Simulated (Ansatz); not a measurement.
Isolated molecules relaxed with PBE0-D4/def2-TZVP in Ansatz; ΔE leaves out vibrations. CBS: MP2 limit from def2 TZ/QZ plus the TZ coupled-cluster correction, frozen cores. This one scheme is used for every species. Functionals use def2-TZVPP. B3LYP here is the variant with VWN-RPA as its local correlation; programs differ in this. For Ge outer-core shells are correlated without core-valence functions, which leaves a few kJ/mol of doubt a bond. Scalar relativity is left out up to krypton. Each species was taken in one conformer, which may not be the lowest.

`C=[CH][GeH2][SiH3]` + H₂ → `[SiH3][GeH3]` + `C=C`  (hydrogenolysis of a Ge–C bond)

**Question.** Is it downhill or uphill in electronic energy at CCSD(T)/CBS, and by how much? (Estimate.)

**Answer.** Computed: Downhill: ΔE = -31.4 kJ/mol.

**Question.** What do these levels give: PBE-D4, B3LYP-D4, ωB97M-V, B3LYP, MP2/def2-TZVPP, SCS-MP2/def2-TZVPP, CCSD(T)/def2-TZVPP, HF/def2-QZVPP, SCS-MP2/def2-QZVPP, HF/CBS(def2), MP2/CBS(def2), CCSD/CBS(def2)? (Estimate.)

**Answer.** Computed: PBE-D4 -31.1, B3LYP-D4 -35.8, ωB97M-V -36.4, B3LYP -46.8, MP2/def2-TZVPP -23.8, SCS-MP2/def2-TZVPP -30.4, CCSD(T)/def2-TZVPP -32.3, HF/def2-QZVPP -60.3, SCS-MP2/def2-QZVPP -30.4, HF/CBS(def2) -60.5, MP2/CBS(def2) -22.9, CCSD/CBS(def2) -36.9 kJ/mol.

Largest T1 diagnostic among the species: 0.012.

In def2-TZVPP, CCSD(T) changes the Hartree–Fock value by +27.0 kJ/mol (the triples alone add +5.6 kJ/mol) and MP2 by +35.5 kJ/mol. From PBE to PBE0 (25 % exact exchange), in def2-TZVPP and without D4, ΔE moves by −3.5 kJ/mol.
